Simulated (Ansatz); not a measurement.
Geometry optimisation, Ansatz 0.2.0, RKS BHLYP/def2-SVP.

input.yaml

```yaml
crystal:
  periodic: [false, false, false]
  atoms:
    - { symbol: W, position_ang: [0.0, 0.0, 0.0] }
    - { symbol: H, position_ang: [0.0, 0.0, 2.07] }
    - { symbol: H, position_ang: [1.72, 0.0, 0.0] }
    - { symbol: H, position_ang: [0.0, 1.72, 0.0] }
    - { symbol: H, position_ang: [-1.72, 0.0, 0.0] }
    - { symbol: H, position_ang: [0.0, -1.72, 0.0] }
    - { symbol: H, position_ang: [0.0, 0.0, -1.72] }
    - { symbol: Cl, position_ang: [1.7678, 1.8416, 0.8482] }
    - { symbol: H, position_ang: [0.7133, 0.743, 2.0759] }
basis:
  gaussian: { orbitals: def2-SVP }
hamiltonian:
  xc: { name: BHLYP }
relax:
  f_tol: 0.15
  max_steps: 25
  restrain:
    - { distance: [0, 7], at: 3.59, k: 30.0 }
    - { distance: [8, 1], at: 1.86, k: 30.0 }
    - { distance: [0, 1], at: 1.72, k: 30.0 }
    - { distance: [8, 7], at: 1.37, k: 30.0 }
output:
  orbitals: {}
```

Launched with:

```bash
$ ansatz run input.yaml --threads 1 --pin off --max-ram 2048MiB --backend cpu --events-out ev --progress --plain --runs-dir out
```

Where does it end, and by what steps?

The run converged. The restraints hold the end off the free minimum. After 9 steps the energy has fallen by 5.265 eV (the restraints' own energy left out); H9 moved furthest, 0.87 Å. Parted: W1–Cl8 (2.69 → 3.63 Å). Joined: Cl8–H9 (1.96 → 1.32 Å).

```
step  energy less start (eV)  largest force component (eV/Å)  accepted
   0                  0.0000                           3.820       yes
   1                  1.1048                           5.173       yes
   2                  0.8205                           5.675       yes
   3                 -0.9588                           2.625       yes
   4                 -2.9950                           2.522       yes
   5                 -4.4011                           1.240       yes
   6                 -4.9887                           2.568       yes
   7                 -5.1387                           1.583       yes
   8                 -5.2597                           1.226       yes
   9                 -5.2653                           1.181       yes
```

```xyz
9
Properties=species:S:1:pos:R:3
W -0.507 -0.502 0.313
H 0.058 -0.010 1.863
H 1.075 -0.146 0.168
H -0.093 1.055 0.118
H -1.668 0.410 -0.521
H 0.304 -1.703 -0.565
H 0.086 0.029 -1.126
Cl 1.874 2.134 1.062
H 1.353 1.318 1.964
```

The run took 47 s on 1 thread of Arm Neoverse V2 (shared host), peak memory 0.17 GiB.
